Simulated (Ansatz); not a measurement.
`C[AsH][SiH3]` + `N[SiH3]` → `C[AsH]N[SiH3]` + SiH₄ at 600 K and 1 bar (cleavage of the As–Si bond).

Gas-phase electronic energies from Ansatz, PBE0-D4/def2-TZVP geometries. CCSD(T)/CBS is the MP2 limit (def2-TZVPP, def2-QZVPP) plus CCSD(T) − MP2 in def2-TZVPP, frozen cores. This one scheme is used for every species. For As outer-core shells are correlated without core-valence functions, which leaves a few kJ/mol of doubt a bond. Scalar relativity is left out up to krypton. Each species was taken in one conformer, which may not be the lowest.

```json
{"species": "`C[AsH][SiH3]`", "CCSD(T)/CBS energy (Eh)": "-2566.34647", "H − E (kJ/mol)": "240.3", "S (J/(mol·K))": "417.1"}
{"species": "`N[SiH3]`", "CCSD(T)/CBS energy (Eh)": "-346.80422", "H − E (kJ/mol)": "170.6", "S (J/(mol·K))": "320.8"}
{"species": "`C[AsH]N[SiH3]`", "CCSD(T)/CBS energy (Eh)": "-2621.67089", "H − E (kJ/mol)": "294.2", "S (J/(mol·K))": "464.2"}
{"species": "SiH₄", "CCSD(T)/CBS energy (Eh)": "-291.46306", "H − E (kJ/mol)": "108.7", "S (J/(mol·K))": "242.3"}
```

H − E and S are ideal-gas, rigid-rotor, harmonic terms from PBE0-D4/def2-TZVP, for one conformer and one mirror image of each species. 1 Eh = 2625.50 kJ/mol, R = 8.31446 J/(mol·K).

**Question.** By hand: ΔE, ΔH, ΔS and ΔG.

**Answer.** ΔE = (-2621.67089) + (-291.46306) − (-2566.34647) − (-346.80422) = 0.01674 Eh = 44.0 kJ/mol. Δ(H − E) = 294.2 + 108.7 − 240.3 − 170.6 = -8.0, so ΔH = 36.0 kJ/mol. ΔS = 464.2 + 242.3 − 417.1 − 320.8 = -31.4 J/(mol·K). ΔG = 36.0 − 600 × (-31.4)/1000 = 54.8 kJ/mol.

**Question.** By hand: the equilibrium constant, and the temperature at which ΔG would vanish if ΔH and ΔS stayed fixed.

**Answer.** log₁₀ K = −ΔG/(RT ln 10) = -4.8. ΔH and −TΔS have one sign here, so there is no such temperature.

TΔS isn't small against ΔH here. A doubt of 5 kJ/mol in ΔE shifts log₁₀ K by 0.4 here. Other conformers and mirror images would add mixing entropy, several J/(mol·K) or more a flexible species. These are equilibria of isolated gas molecules and say nothing of rates. Largest T1 diagnostic: 0.011 (customary marks: 0.02 for closed shells, 0.045 for open ones).
